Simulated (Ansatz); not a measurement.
`C[O][Zn][O][SiH3]` + `C=C(O)Cl` → `C=C(Cl)O[SiH3]` + `C[O][Zn][OH]`  (ligand exchange at the Si–O bond)

Computed with Ansatz on PBE0-D4/def2-TZVP structures; ΔE is electronic, products minus reactants. CCSD(T)/CBS is the MP2 limit (def2-TZVPP, def2-QZVPP) plus CCSD(T) − MP2 in def2-TZVPP, frozen cores. DFT in def2-TZVPP. B3LYP here is the variant with VWN-RPA as its local correlation; programs differ in this. For Zn outer-core shells are correlated without core-valence functions, which leaves a few kJ/mol of doubt a bond. Scalar relativity is left out up to krypton. One conformer a species, not always the lowest.

| level | ΔE (kcal/mol) | difference from CCSD(T)/CBS |
| --- | --- | --- |
| PBE-D4 | 3.0 | -1.7 |
| r2SCAN-D4 | 4.4 | -0.3 |
| PBE0-D4 | 4.6 | -0.1 |
| B3LYP-D4 | 3.9 | -0.8 |
| ωB97X-V | 5.0 | 0.3 |
| ωB97M-V | 4.6 | -0.1 |
| B2PLYP | 5.0 | 0.3 |
| PBE | 3.7 | -1.0 |
| r2SCAN | 4.6 | -0.1 |
| PBE0 | 5.2 | 0.5 |
| B3LYP | 5.0 | 0.3 |
| HF/def2-TZVPP | 8.8 | 4.1 |
| MP2/def2-TZVPP | 4.8 | 0.1 |
| SCS-MP2/def2-TZVPP | 5.4 | 0.7 |
| CCSD/def2-TZVPP | 5.9 | 1.2 |
| CCSD(T)/def2-TZVPP | 5.3 | 0.6 |
| HF/def2-QZVPP | 8.8 | 4.1 |
| MP2/def2-QZVPP | 4.4 | -0.3 |
| SCS-MP2/def2-QZVPP | 5.1 | 0.4 |
| HF/CBS(def2) | 8.8 | 4.1 |
| MP2/CBS(def2) | 4.2 | -0.5 |
| CCSD/CBS(def2) | 5.3 | 0.6 |
| CCSD(T)/CBS | 4.7 | 0 |

Largest T1 diagnostic among the species: 0.017.

The D4 term adds −1.1 kcal/mol with B3LYP and −0.6 kcal/mol with PBE0; it sums over pairs of atoms, weighted by their polarisabilities, and B3LYP, whose exchange is more repulsive, gets the larger term. In def2-TZVPP, CCSD(T) changes the Hartree–Fock value by −3.5 kcal/mol (the triples alone add −0.6 kcal/mol) and MP2 by −4.0 kcal/mol. From PBE to PBE0 (25 % exact exchange), in def2-TZVPP and without D4, ΔE moves by +1.5 kcal/mol.
